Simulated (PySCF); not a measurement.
A GIAO shielding run with PySCF (density fitting, non-relativistic, gas phase) on SMILES FC[C@H](F)C=C(F)F, C$_{4}$H$_{4}$F$_{4}$:

```
$ OMP_NUM_THREADS=1 python probes_run.py task.json out

{"job": {"kind": "nmr", "xc": "PBE0", "basis": "pcSseg-1"}, "charge": 0, "multiplicity": 1}
F      1.641051     0.749073     1.328173
C      1.464842     0.300096     0.049631
C      0.398793    -0.804788     0.043113
F      0.382788    -1.349109    -1.223651
C     -0.967471    -0.300054     0.414952
C     -1.656654     0.544774    -0.330055
F     -2.864715     0.987377    -0.024071
F     -1.262341     1.081949    -1.471200
H      1.160035     1.150531    -0.566572
H      2.421754    -0.099155    -0.300382
H      0.697009    -1.610197     0.724770
H     -1.413893    -0.651183     1.329265
```

Hardware: 1 thread of an Arm Neoverse V2, shared host. The job also computes population analyses, field gradients.

Task: How large is the calculation?

Result: 64 electrons, 156 basis functions and 808 auxiliary functions.

Task: How long does it take, and how much memory does it need?

Result: 19 s of wall time, with 14 SCF cycles and 5 response iterations; peak memory 0.77 GiB. Times on a shared host scatter by some tens of per cent.
